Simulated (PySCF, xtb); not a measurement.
GeH2ClBr, SMILES [Cl][GeH2][Br].

Harmonic wavenumbers (cm⁻¹) from GFN2-xTB (xtb 6.7.1) at its own minimum, in rising order: 119, 292, 382, 434, 591, 671, 789, 1850, 1899.

Task: What does PySCF with PBE-D3(BJ)/def2-SVP give at its own minimum? (The exact figures need the calculation; the answer reports its results.)

Result: 119, 301, 417, 479, 618, 746, 819, 2097, 2120. Paired by order, the mean absolute difference is 77 cm⁻¹ and the zero-point energies are 10.0 and 11.0 kcal/mol.
